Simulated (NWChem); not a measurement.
Molecule: CH4F2Si; SMILES FC(F)[SiH3]

Computed with NWChem. Medium grid unless said otherwise, to which SCAN and Minnesota functionals are sensitive. Structure relaxed at the PBE0/def2-SVP level. B3LYP is NWChem's, with the RPA form of VWN correlation. Total energies of different functionals are on different scales.

| level | energy (Ha) | highest occupied level (eV) | orbital gap (eV) | dipole (D) |
|---|---|---|---|---|
| B3LYP/def2-SVP | -529.4103 | -8.28 | 8.87 | 1.70 |
| PBE/def2-SVP | -528.9912 | -6.89 | 6.84 | 1.47 |
| M06/def2-SVP | -529.2866 | ? | ? | ? |
| PW91/def2-SVP | -529.2968 | -6.95 | 6.86 | 1.49 |
| BHandHLYP/def2-SVP | -529.2877 | -10.12 | 11.80 | 1.97 |
| TPSSh/def2-SVP | -529.4092 | -7.72 | 8.21 | 1.68 |
| M05-2X/def2-SVP | -529.3449 | -10.10 | 11.81 | 1.94 |
| M06-L/def2-SVP | -529.3567 | -7.35 | 7.75 | 1.70 |

Q: Fill in the missing entries.

A: 
- M06/def2-SVP, highest occupied level (eV): -8.66
- M06/def2-SVP, orbital gap (eV): 9.49
- M06/def2-SVP, dipole (D): 1.86
